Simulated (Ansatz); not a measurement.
# A geometry optimisation of ClGeHOSi with B3LYP-D3(BJ)/def2-SVP

The starting geometry of this gas-phase singlet was optimised with GFN2-xTB.

```yaml
atoms:
  - { symbol: Cl, position_ang: [-1.1152, 1.2531, -0.7146] }
  - { symbol: Ge, position_ang: [-0.4763, -0.7765, -0.3079] }
  - { symbol: O, position_ang: [1.4129, -0.1909, 0.7105] }
  - { symbol: Si, position_ang: [0.8361, 0.2108, 2.0704] }
  - { symbol: H, position_ang: [-1.1381, -0.7868, 1.4887] }
```

Problem. Predict what it relaxes into with B3LYP-D3(BJ)/def2-SVP.

Solution. New bonds form, giving a structure with H5 bridging Si4 and Ge2, given below by its coordinates. Contacts that close: Ge2–O3 (2.22 → 1.94 Å), Si4–H5 (2.29 → 1.71 Å).

The energy falls by 0.58 eV over 12 steps:

```json
{"step": "1", "E − E(last) (eV)": "0.577"}
{"step": "2", "E − E(last) (eV)": "0.250"}
{"step": "3", "E − E(last) (eV)": "0.145"}
{"step": "5", "E − E(last) (eV)": "0.010"}
{"step": "6", "E − E(last) (eV)": "0.003"}
{"step": "7", "E − E(last) (eV)": "0.001"}
{"step": "8", "E − E(last) (eV)": "0.001"}
{"step": "10", "E − E(last) (eV)": "0.000"}
{"step": "11", "E − E(last) (eV)": "0.000"}
{"step": "12", "E − E(last) (eV)": "0.000"}
```

Final geometry (Å):

```xyz
5

Cl   -1.1101    1.2809   -0.7046
Ge   -0.3686   -0.8088   -0.2762
O     1.2623   -0.2370    0.6117
Si    0.5955    0.1078    2.0620
H    -0.8599   -0.6331    1.5542
```

Frequencies at the end are all real (lowest 65 cm⁻¹). Run with Ansatz 0.2.0, 26 s on 2 threads of Intel(R) Xeon(R) Platinum 8259CL CPU @ 2.50GHz (Skylake/Cascade Lake), with other jobs on the host.
